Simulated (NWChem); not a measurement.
Everything below was run with NWChem. System: CH2Cl (+1), charge 1, spin multiplicity 1, at a geometry optimised with PBE/def2-SVP. The structure started from a generated list of species. Level: TD-B3LYP/def2-SVPD, VWN1-RPA local correlation.

The NWChem input:

```
start mol
memory heap 200 mb stack 900 mb global 1100 mb
charge 1
geometry units angstroms nocenter noautoz
  C      0.000000     0.000000    -1.049184
  Cl     0.000000     0.000000     0.557487
  H      0.970837     0.000000    -1.591085
  H     -0.970837     0.000000    -1.591085
  symmetry group C2v
end
basis spherical
  * library def2-svpd
end
dft
  xc b3lyp
  semidirect memsize 60000000 filesize 0
  iterations 100
end
tddft
  rpa
  nroots 8
  notriplet
  thresh 1e-4
end
task tddft energy
```

Output (cleaned and shortened):

```
             Northwest Computational Chemistry Package (NWChem) 7.3.0
             --------------------------------------------------------

                                NWChem Input Module
                                -------------------

 Scaling coordinates for geometry "geometry" by  1.889725989
 (inverse scale =  0.529177249)

 Turning off AUTOSYM since
 SYMMETRY directive was detected!

                             Geometry "geometry" -> ""
                             -------------------------

 Output coordinates in angstroms (scale by  1.889725989 to convert to a.u.)

  No.       Tag          Charge          X              Y              Z
 ---- ---------------- ---------- -------------- -------------- --------------
    1 C                    6.0000     0.00000000     0.00000000    -1.04918400
    2 Cl                  17.0000     0.00000000     0.00000000     0.55748700
    3 H                    1.0000     0.97083700     0.00000000    -1.59108500
    4 H                    1.0000    -0.97083700     0.00000000    -1.59108500

 Effective nuclear repulsion energy (a.u.)      47.2099832665

            Nuclear Dipole moment (a.u.)
            ----------------------------
        X                 Y               Z
 ---------------- ---------------- ----------------
     0.0000000000     0.0000000000     0.0000094486

      Symmetry information
      --------------------

 Group name             C2v
 Group number             16
 Group order               4
 No. of unique centers     3

      Symmetry unique atoms

     1    2    3


 Summary of "ao basis" -> "" (spherical)
 ------------------------------------------------------------------------------
       Tag                 Description            Shells   Functions and Types
 ---------------- ------------------------------  ------  ---------------------
 *                         def2-svpd                  on all atoms

                                 NWChem DFT Module
                                 -----------------

 Summary of "ao basis" -> "ao basis" (spherical)
 ------------------------------------------------------------------------------
       Tag                 Description            Shells   Functions and Types
 ---------------- ------------------------------  ------  ---------------------
 C                         def2-svpd                 8       20   4s2p2d
 Cl                        def2-svpd                11       27   5s4p2d
 H                         def2-svpd                 4        8   2s2p

 Summary of "ao basis" -> "ao basis" (spherical)
 ------------------------------------------------------------------------------
       Tag                 Description            Shells   Functions and Types
 ---------------- ------------------------------  ------  ---------------------
 C                         def2-svpd                 8       20   4s2p2d
 Cl                        def2-svpd                11       27   5s4p2d
 H                         def2-svpd                 4        8   2s2p

      Symmetry analysis of basis
      --------------------------

        a1         29
        a2          6
        b1         16
        b2         12

            General Information
            -------------------
          SCF calculation type: DFT
          Wavefunction type:  closed shell.
          No. of atoms     :     4
          No. of electrons :    24
           Alpha electrons :    12
            Beta electrons :    12
          Charge           :     1
[...]
     Electric Quadrupole                           0.0000001720
     Magnetic Dipole                               0.0000069366
     Total Oscillator Strength                     0.0000342858

          sigma_e =   1.2987 Angstrom
          sigma_h =   1.3695 Angstrom
         |d_h->e| =   0.3658 Angstrom
            d_exc =   1.9335 Angstrom
            d_CD1 =   0.4367 Angstrom
            d_CD2 =  -0.9683 Angstrom
            d_CD3 =   2.2993 Angstrom
     Pearson C.C. =  -0.0118

     Occ.   10  a1  ---  Virt.   13  b2  -0.99689 X
  ----------------------------------------------------------------------------
  Root   4 singlet a2             0.287420815 a.u.                7.8211 eV
  ----------------------------------------------------------------------------
     Transition Moments    X -0.00000   Y -0.00000   Z  0.00000
     Transition Moments   XX  0.00000  XY  0.42956  XZ -0.00000
     Transition Moments   YY -0.00000  YZ -0.00000  ZZ -0.00000
     Dipole Oscillator Strength                    0.0000000000
     Electric Quadrupole                           0.0000000233
     Magnetic Dipole                               0.0000018066
     Total Oscillator Strength                     0.0000018299

          sigma_e =   1.3050 Angstrom
          sigma_h =   1.1960 Angstrom
         |d_h->e| =   0.3367 Angstrom
            d_exc =   1.8035 Angstrom
            d_CD1 =   0.4457 Angstrom
            d_CD2 =  -0.9138 Angstrom
            d_CD3 =   2.1402 Angstrom
     Pearson C.C. =  -0.0018

     Occ.    9  b1  ---  Virt.   13  b2  -0.99920 X
  ----------------------------------------------------------------------------
  Root   5 singlet b1             0.340190329 a.u.                9.2571 eV
  ----------------------------------------------------------------------------
     Transition Moments    X -0.06125   Y -0.00000   Z -0.00000
     Transition Moments   XX -0.00000  XY -0.00000  XZ  0.50513
     Transition Moments   YY -0.00000  YZ -0.00000  ZZ -0.00000
     Dipole Oscillator Strength                    0.0008507051
     Electric Quadrupole                           0.0000000535
     Magnetic Dipole                               0.0000006908
     Total Oscillator Strength                     0.0008514493

          sigma_e =   1.8135 Angstrom
          sigma_h =   1.3039 Angstrom
         |d_h->e| =   0.2435 Angstrom
            d_exc =   2.2425 Angstrom
            d_CD1 =   0.7531 Angstrom
            d_CD2 =  -1.3152 Angstrom
            d_CD3 =   2.4860 Angstrom
     Pearson C.C. =   0.0041

     Occ.   12  b1  ---  Virt.   14  a1  -0.98789 X
     Occ.   12  b1  ---  Virt.   15  a1   0.09550 X
     Occ.   12  b1  ---  Virt.   17  a1   0.09163 X
  ----------------------------------------------------------------------------
  Root   6 singlet b1             0.390158038 a.u.               10.6167 eV
  ----------------------------------------------------------------------------
     Transition Moments    X -0.16561   Y  0.00000   Z -0.00000
     Transition Moments   XX  0.00000  XY  0.00000  XZ -1.69669
     Transition Moments   YY  0.00000  YZ -0.00000  ZZ -0.00000
     Dipole Oscillator Strength                    0.0071337844
     Electric Quadrupole                           0.0000009105
     Magnetic Dipole                               0.0000046686
     Total Oscillator Strength                     0.0071393635

          sigma_e =   2.3514 Angstrom
          sigma_h =   1.3134 Angstrom
         |d_h->e| =   0.6512 Angstrom
            d_exc =   2.7587 Angstrom
            d_CD1 =   1.6893 Angstrom
            d_CD2 =  -1.1812 Angstrom
            d_CD3 =   3.4099 Angstrom
     Pearson C.C. =   0.0109

     Occ.   12  b1  ---  Virt.   14  a1   0.09647 X
     Occ.   12  b1  ---  Virt.   15  a1   0.99389 X
  ----------------------------------------------------------------------------
  Root   7 singlet b2             0.412308159 a.u.               11.2195 eV
  ----------------------------------------------------------------------------
     Transition Moments    X  0.00000   Y -0.10281   Z  0.00000
     Transition Moments   XX -0.00000  XY  0.00000  XZ -0.00000
     Transition Moments   YY  0.00000  YZ  0.31420  ZZ  0.00000
     Dipole Oscillator Strength                    0.0029053965
     Electric Quadrupole                           0.0000000368
     Magnetic Dipole                               0.0000006305
     Total Oscillator Strength                     0.0029060639

          sigma_e =   1.7932 Angstrom
          sigma_h =   1.1737 Angstrom
         |d_h->e| =   0.1844 Angstrom
            d_exc =   2.1510 Angstrom
            d_CD1 =   0.8039 Angstrom
            d_CD2 =  -1.2991 Angstrom
            d_CD3 =   2.3353 Angstrom
     Pearson C.C. =   0.0001

     Occ.    8  a1  ---  Virt.   13  b2   0.05168 X
     Occ.   11  b2  ---  Virt.   14  a1   0.98363 X
     Occ.   11  b2  ---  Virt.   15  a1  -0.07627 X
     Occ.   11  b2  ---  Virt.   19  a1  -0.05968 X
     Occ.   11  b2  ---  Virt.   20  a1   0.05037 X
     Occ.   12  b1  ---  Virt.   21  a2  -0.10888 X
  ----------------------------------------------------------------------------
  Root   8 singlet a1             0.431965286 a.u.               11.7544 eV
  ----------------------------------------------------------------------------
     Transition Moments    X -0.00000   Y -0.00000   Z  0.69003
     Transition Moments   XX  0.16041  XY -0.00000  XZ  0.00000
     Transition Moments   YY  0.23067  YZ -0.00000  ZZ -1.19522
     Dipole Oscillator Strength                    0.1371159123
     Electric Quadrupole                           0.0000002773
     Magnetic Dipole                               0.0000000000
     Total Oscillator Strength                     0.1371161896

          sigma_e =   2.5064 Angstrom
          sigma_h =   1.2933 Angstrom
         |d_h->e| =   1.1314 Angstrom
            d_exc =   3.0318 Angstrom
            d_CD1 =   2.3445 Angstrom
            d_CD2 =  -0.7685 Angstrom
            d_CD3 =   4.1632 Angstrom
     Pearson C.C. =   0.0065

     Occ.   10  a1  ---  Virt.   14  a1   0.09777 X
     Occ.   12  b1  ---  Virt.   16  b1  -0.99307 X

              Target root =      1
          Target symmetry = none
      Ground state energy =   -498.965221917236
        Excitation energy =      0.124347497891
     Excited state energy =   -498.840874419345

  stored tddft:energy   -498.84087441934503

 Task  times  cpu:       42.0s     wall:       42.0s

 Total times  cpu:       42.0s     wall:       42.0s
```
